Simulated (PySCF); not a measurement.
[Zn(Br)2] (charge 0, multiplicity 1)

Computed with TPSSh-D3(BJ)/def2-TZVP // BP86-D3(BJ)/def2-SVP (PySCF 2.14.0).

```json
{
 "HOMO": "-7.90 eV",
 "dipole_moment": "0.000 e·Å",
 "HOMO–LUMO gap": "5.67 eV",
 "LUMO": "-2.23 eV",
 "charge on the central atom (Mulliken)": "0.54 e",
 "charge on the central atom (meta-Löwdin)": "1.18 e",
 "total_energy": "-6927.6496 Ha",
 "cost": "roughly 120 core-seconds"
}
```

Bonds (Å): Zn1–Br2 2.236, Zn1–Br3 2.236. Angles (°): Br2–Zn1–Br3 180.0.
